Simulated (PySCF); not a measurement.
Molecule: SMILES N1=C(C)C=PC=C1C, C₆H₈NP.

Bonds (- single, = double, # triple, : aromatic): C1-C2, C2:C3, C3:P4, P4:C5, C5:C6, C6-C7, C6:N8, N8:C2. C1 carries H9, H10, H11; C3 carries H12; C5 carries H13; C7 carries H14, H15, H16.

Frames of a GFN2-xTB Langevin trajectory at 300 K; GIAO PBE0/pcSseg-1 shieldings in PySCF, gas phase, non-relativistic; equivalent atoms averaged within each frame.

Shifts are taken against calculated references (same method and geometry level): 13C (186.93 ppm) and 1H (31.72 ppm) vs TMS; H3PO4 for 31P (318.38 ppm); 15N (267.73 ppm) against NH3. The references are static minima.

How do the shifts (ppm) fluctuate along the trajectory?

Answers


| time (fs) | C2/C6 | C3/C5 | C1/C7 | P4 | N8 | H12/H13 | H9/H10/H11/H14/H15/H16 |
| --- | --- | --- | --- | --- | --- | --- | --- |
| optimised geometry | 165.5 | 150.6 | 30.8 | 268.0 | 355.6 | 8.62 | 2.84 |
| 250 | 166.4 | 154.1 | 34.2 | 270.4 | 348.9 | 9.08 | 3.39 |
| 425 | 159.6 | 161.3 | 34.0 | 329.5 | 329.5 | 9.27 | 3.45 |
| 625 | 168.2 | 150.0 | 33.3 | 262.4 | 330.5 | 8.69 | 3.06 |
| 800 | 167.7 | 151.1 | 36.3 | 285.1 | 357.5 | 8.68 | 3.71 |
| 1000 | 169.6 | 154.2 | 29.5 | 244.6 | 363.9 | 8.72 | 2.62 |
| mean of frames | 166.3 | 154.2 | 33.5 | 278.4 | 346.1 | 8.89 | 3.25 |
| standard deviation | 3.9 | 4.4 | 2.5 | 32.1 | 15.6 | 0.27 | 0.42 |

5 frames give an uncertainty of the mean of about the standard deviation over 2.2 at best, since frames this close in time may not be independent; classical motion lacks zero-point vibration, and the reference would need the same averaging.
